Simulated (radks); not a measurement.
Results of a calculation; reference values are marked as such.
The hafnium ion Hf+ inside a hard spherical wall (all orbitals vanish at R), configuration held at [Xe] 4f14 5d1 6s2 and not refilled when levels cross. Level of theory: scalar-relativistic Kohn-Sham, LDA (Slater exchange, VWN5 correlation), spin-polarised, spherical densities, finite nucleus; open shells are filled with parallel spins first (spin-orbit coupling, left out, can overturn this in heavy ions); Fermi nuclear charge, rms radius 5.347 fm (a radial shooting solver on a logarithmic mesh with Libxc functionals). Eigenvalues in eV for spin up, with the zero of energy where the potential of the charges vanishes at infinity; a dash marks a level that is unbound or too diffuse for the functional's potential to be trusted. A positive occupied level is held by the wall or, in an anion where self-interaction has pushed it up, behind a barrier. The pressure on the wall is -dE/dV.

R (bohr)  E (hartree)  kinetic (hartree)    e(5p)    e(4f)    e(6s)    e(5d)  e(6p, empty)  e(7s, empty)  pressure (GPa)
free      -15066.9406          16498.931  -45.163  -26.466  -12.279  -11.218        -7.152        -3.274               0
20        -15066.9406          16498.931  -45.163  -26.466  -12.279  -11.218        -7.152        -3.273        < 0.0001
12        -15066.9406          16498.931  -45.163  -26.466  -12.278  -11.217        -7.151        -3.065        < 0.0001
10        -15066.9405          16498.932  -45.158  -26.461  -12.275  -11.213        -7.132        -2.550         0.00242
7         -15066.9337          16498.998  -44.907  -26.200  -12.043  -10.990        -6.561         1.672           0.484
4         -15066.4712          16501.241  -40.391  -21.232   -4.158   -6.081         6.092        42.543            97.7
3.5       -15065.9633          16503.346  -37.740  -18.154    2.880   -2.544        16.075        68.442             283
3         -15064.7682          16508.156  -32.935  -12.550   17.550    4.278        35.504        114.44             954
1.5       -15011.5896          16685.446   95.332   91.038   392.90   170.65        452.77        913.56          164000
